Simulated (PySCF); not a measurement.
C8H11N.
Numbering: `[N:1]#[C:2][C@@H:3]1[CH2:4][C@@H:5]2[CH2:6][CH2:7][C@H:8]1[CH2:9]2` (hydrogens: H10 on C3; H11, H12 on C4; H13 on C5; H14, H15 on C6; H16, H17 on C7; H18 on C8; H19, H20 on C9)

The same species was optimised twice, with GFN2-xTB and with PBE0-D3(BJ)/def2-SVP (PySCF), and the same property calculations (PySCF, gas phase) were run on both structures.

```json
{"coordinate": "C2–C3 (Å)", "GFN2-xTB": "1.438", "PBE0-D3(BJ)/def2-SVP": "1.456", "change": "+0.018"}
{"coordinate": "N1≡C2 (Å)", "GFN2-xTB": "1.144", "PBE0-D3(BJ)/def2-SVP": "1.158", "change": "+0.014"}
{"coordinate": "C3–C4 (Å)", "GFN2-xTB": "1.551", "PBE0-D3(BJ)/def2-SVP": "1.563", "change": "+0.012"}
{"coordinate": "C6–C7 (Å)", "GFN2-xTB": "1.543", "PBE0-D3(BJ)/def2-SVP": "1.551", "change": "+0.008"}
{"coordinate": "C3–C8 (Å)", "GFN2-xTB": "1.544", "PBE0-D3(BJ)/def2-SVP": "1.550", "change": "+0.006"}
{"coordinate": "C5–C9 (Å)", "GFN2-xTB": "1.529", "PBE0-D3(BJ)/def2-SVP": "1.534", "change": "+0.005"}
{"coordinate": "C8–C9 (Å)", "GFN2-xTB": "1.528", "PBE0-D3(BJ)/def2-SVP": "1.532", "change": "+0.004"}
{"coordinate": "C5–C6 (Å)", "GFN2-xTB": "1.533", "PBE0-D3(BJ)/def2-SVP": "1.536", "change": "+0.003"}
{"coordinate": "C4–C5 (Å)", "GFN2-xTB": "1.533", "PBE0-D3(BJ)/def2-SVP": "1.534", "change": "+0.001"}
{"coordinate": "C7–C8 (Å)", "GFN2-xTB": "1.533", "PBE0-D3(BJ)/def2-SVP": "1.534", "change": "+0.001"}
{"coordinate": "C2–C3–C4 (°)", "GFN2-xTB": "112.5", "PBE0-D3(BJ)/def2-SVP": "114.0", "change": "+1.5"}
{"coordinate": "C2–C3–C8 (°)", "GFN2-xTB": "113.5", "PBE0-D3(BJ)/def2-SVP": "114.2", "change": "+0.7"}
{"coordinate": "C3–C8–C9 (°)", "GFN2-xTB": "100.9", "PBE0-D3(BJ)/def2-SVP": "100.3", "change": "-0.6"}
{"coordinate": "C3–C8–C7 (°)", "GFN2-xTB": "108.7", "PBE0-D3(BJ)/def2-SVP": "109.2", "change": "+0.5"}
{"coordinate": "N1–C2–C3 (°)", "GFN2-xTB": "179.3", "PBE0-D3(BJ)/def2-SVP": "178.9", "change": "-0.4"}
{"coordinate": "C5–C9–C8 (°)", "GFN2-xTB": "94.2", "PBE0-D3(BJ)/def2-SVP": "94.5", "change": "+0.3"}
{"coordinate": "C4–C5–C9 (°)", "GFN2-xTB": "102.0", "PBE0-D3(BJ)/def2-SVP": "101.7", "change": "-0.3"}
{"coordinate": "C4–C5–C6 (°)", "GFN2-xTB": "108.3", "PBE0-D3(BJ)/def2-SVP": "108.5", "change": "+0.2"}
```

Rotational constants: A = 3033, B = 1467, C = 1371 MHz (GFN2-xTB) against A = 3009, B = 1431, C = 1337 MHz (PBE0-D3(BJ)/def2-SVP). Point groups within 0.08 Å: C1 and C1.

On the GFN2-xTB structure: HOMO (eV) -8.72 [PBE0/pcSseg-1]; LUMO (eV) 0.63 [PBE0/pcSseg-1]; dipole (D) 4.27 [PBE0/pcSseg-1]; GIAO shielding of N1 (ppm) -30.3 [PBE0/pcSseg-1]; GIAO shielding of C2 (ppm) 59.3 [PBE0/pcSseg-1]; GIAO shielding of C3 (ppm) 156.8 [PBE0/pcSseg-1]; GIAO shielding of C4 (ppm) 147.3 [PBE0/pcSseg-1]; GIAO shielding of C5 (ppm) 146.5 [PBE0/pcSseg-1]; GIAO shielding of C6 (ppm) 154.9 [PBE0/pcSseg-1]; GIAO shielding of C7 (ppm) 159.4 [PBE0/pcSseg-1]; GIAO shielding of C8 (ppm) 143.2 [PBE0/pcSseg-1].

Question: What do these properties become on the PBE0-D3(BJ)/def2-SVP structure?

Answer: 
| property | level | on GFN2-xTB | on PBE0-D3(BJ)/def2-SVP | change |
| --- | --- | --- | --- | --- |
| HOMO (eV) | PBE0/pcSseg-1 | -8.72 | -8.69 | +0.03 |
| LUMO (eV) | PBE0/pcSseg-1 | 0.63 | 0.58 | -0.05 |
| dipole (D) | PBE0/pcSseg-1 | 4.27 | 4.33 | +0.06 |
| energy, GFN2-xTB geometry as zero (kcal/mol) | PBE0/pcSseg-1 | 0.0 | -0.7 | -0.7 |
| GIAO shielding of N1 (ppm) | PBE0/pcSseg-1 | -30.3 | -37.8 | -7.5 |
| GIAO shielding of C2 (ppm) | PBE0/pcSseg-1 | 59.3 | 56.8 | -2.5 |
| GIAO shielding of C3 (ppm) | PBE0/pcSseg-1 | 156.8 | 153.2 | -3.6 |
| GIAO shielding of C4 (ppm) | PBE0/pcSseg-1 | 147.3 | 146.0 | -1.3 |
| GIAO shielding of C5 (ppm) | PBE0/pcSseg-1 | 146.5 | 145.4 | -1.1 |
| GIAO shielding of C6 (ppm) | PBE0/pcSseg-1 | 154.9 | 153.1 | -1.8 |
| GIAO shielding of C7 (ppm) | PBE0/pcSseg-1 | 159.4 | 157.7 | -1.7 |
| GIAO shielding of C8 (ppm) | PBE0/pcSseg-1 | 143.2 | 141.5 | -1.7 |

The heavy atoms differ by 0.030 Å rms after alignment. Among bonds between heavy atoms C2–C3 changes most (+0.018 Å). Changes are differences of the printed values. Neither structure is proved a minimum here.
